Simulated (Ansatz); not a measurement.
Isolated molecules relaxed with PBE0-D4/def2-TZVP in Ansatz; ΔE leaves out vibrations. CCSD(T)/CBS is the MP2 limit (def2-TZVPP, def2-QZVPP) plus CCSD(T) − MP2 in def2-TZVPP, frozen cores. DFT in def2-TZVPP. B3LYP here is the variant with VWN-RPA as its local correlation; programs differ in this. HSE06 is defined as in plane-wave codes. def2 core potentials past Kr. For In outer-core shells are correlated without core-valence functions, which leaves a few kJ/mol of doubt a bond.

2 `[SH][InH2]` → `[SH+]1[InH2-][SH+][InH2-]1`  (dimerisation)

```
             level  ΔE (kJ/mol)  difference from CCSD(T)/CBS
       LDA (SPW92)       -168.2                         -8.0
            PBE-D4       -142.8                         17.4
         revPBE-D4       -135.8                         24.4
         r2SCAN-D4       -149.1                         11.1
            B97M-V       -140.9                         19.3
           PBE0-D4       -148.5                         11.7
          B3LYP-D4       -137.6                         22.6
        r2SCANh-D4       -149.9                         10.3
        r2SCAN0-D4       -151.0                          9.2
          HSE06-D4       -147.7                         12.5
          BHLYP-D4       -149.2                         11.0
      CAM-B3LYP-D4       -138.8                         21.4
           ωB97X-V       -145.2                         15.0
           ωB97M-V       -145.2                         15.0
            B2PLYP       -128.8                         31.4
          PBE-QIDH       -150.1                         10.1
               PBE       -126.4                         33.8
            revPBE       -105.0                         55.2
              BLYP        -97.9                         62.3
            r2SCAN       -145.1                         15.1
             B3LYP       -111.0                         49.2
           r2SCANh       -145.4                         14.8
           r2SCAN0       -146.0                         14.2
             BHLYP       -121.2                         39.0
         CAM-B3LYP       -123.2                         37.0
RPA@PBE/def2-TZVPP       -142.0                         18.2
       HF/def2-SVP       -121.0                         39.2
      MP2/def2-SVP       -162.9                         -2.7
     CCSD/def2-SVP       -153.1                          7.1
  CCSD(T)/def2-SVP       -157.0                          3.2
     HF/def2-TZVPP       -103.4                         56.8
SCS-MP2/def2-TZVPP       -144.1                         16.1
   CCSD/def2-TZVPP       -140.2                         20.0
CCSD(T)/def2-TZVPP       -147.0                         13.2
     HF/def2-QZVPP       -102.7                         57.5
    MP2/def2-QZVPP       -163.5                         -3.3
SCS-MP2/def2-QZVPP       -150.6                          9.6
      HF/CBS(def2)       -102.6                         57.6
     MP2/CBS(def2)       -169.3                         -9.1
    CCSD/CBS(def2)       -153.3                          6.9
       CCSD(T)/CBS       -160.2                            0
```

Largest T1 diagnostic among the species: 0.014.

Leaving LDA and LC-ωPBE aside and taking each functional with its dispersion term where it has one, the values spread over 22.2 kJ/mol, from r2SCAN0-D4 to B2PLYP. LDA lies −41.8 kJ/mol from PBE without D4. From PBE to PBE0 (25 % exact exchange), in def2-TZVPP and without D4, ΔE moves by −7.5 kJ/mol. In def2-TZVPP, CCSD(T) changes the Hartree–Fock value by −43.7 kJ/mol (the triples alone add −6.9 kJ/mol) and MP2 by −52.8 kJ/mol.

CCSD(T)/CBS has its own doubt, a few kJ/mol and more with outer-core shells, so smaller differences from it don't rank the levels.
